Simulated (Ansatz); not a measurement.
Program: Ansatz. Geometries: PBE0-D4/def2-TZVP. ΔE: electronic, gas phase. CCSD(T)/CBS is the MP2 limit (def2-TZVPP, def2-QZVPP) plus CCSD(T) − MP2 in def2-TZVPP, frozen cores. Functionals use def2-TZVPP. HSE06 is defined as in plane-wave codes. For Ge outer-core shells are correlated without core-valence functions, which leaves a few kJ/mol of doubt a bond. Scalar relativity is left out up to krypton. One conformer a species, not always the lowest.

Reaction (substitution at a C–Si bond): `C[Si](S)(Cl)Cl` + `[NH2][GeH2][F]` → `C[NH][GeH2][F]` + `S[SiH](Cl)Cl`

Problem. Is it downhill or uphill in electronic energy at CCSD(T)/CBS, and by how much? (An estimate is asked.)

Solution. Computed: Uphill: ΔE = +23.4 kcal/mol.

Problem. What do these levels give: PBE-QIDH, BLYP, PBE0, HSE06, CCSD/def2-SVP, HF/def2-TZVPP? (An estimate is asked.)

Solution. Computed: PBE-QIDH 23.8, BLYP 21.1, PBE0 22.9, HSE06 22.9, CCSD/def2-SVP 18.9, HF/def2-TZVPP 20.9 kcal/mol.

Largest T1 diagnostic among the species: 0.011.

From BLYP to BHLYP (50 % exact exchange), in def2-TZVPP and without D4, ΔE moves by +0.9 kcal/mol. Leaving LDA and LC-ωPBE aside and taking each functional with its dispersion term where it has one, the values, not all of them listed here, spread over 2.3 kcal/mol, from BLYP-D4 to B97M-V.
